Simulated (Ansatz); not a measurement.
CH6ClFSi2 (`C[Si](F)([SiH3])Cl`), relaxed with RKS PBE-D4/def2-SVP in the Gaussian-basis code of Ansatz from a rough embedded geometry. The force threshold is 0.03 eV/Å; the program also tests the step.

The species carries charge 0 and has multiplicity 1.

Start:

```xyz
11

C     0.293   -1.003   -1.343
Si    0.015    0.629   -0.528
F    -1.228    1.284   -1.261
Si   -0.431    0.443    1.681
Cl    1.654    1.827   -0.807
H     0.557   -0.918   -2.357
H     1.192   -1.498   -0.849
H    -0.525   -1.640   -1.198
H     0.757   -0.278    2.379
H    -0.683    1.673    2.367
H    -1.601   -0.519    1.916
```

| step | energy (eV) | largest force (eV/Å) | largest move (Å) |
| --- | --- | --- | --- |
| 1 | -32103.2666 | 2.920 | 0.000 |
| 2 | -32103.5946 | 0.896 | 0.078 |
| 3 | -32103.6405 | 0.225 | 0.087 |
| 4 | -32103.6437 | 0.149 | 0.059 |
| 5 | -32103.6456 | 0.038 | 0.020 |
| 6 | -32103.6459 | 0.011 | 0.010 |

End:

```xyz
11

C     0.348   -1.050   -1.398
Si    0.012    0.563   -0.516
F    -1.265    1.302   -1.242
Si   -0.436    0.406    1.785
Cl    1.661    1.821   -0.749
H     0.570   -0.866   -2.468
H     1.220   -1.562   -0.942
H    -0.532   -1.722   -1.327
H     0.753   -0.202    2.477
H    -0.692    1.776    2.349
H    -1.639   -0.465    2.031
```

Hardware: 4 threads of an Intel Xeon Platinum 8375C on a shared host. Wall time 13 s, peak host memory 0.18 GiB.
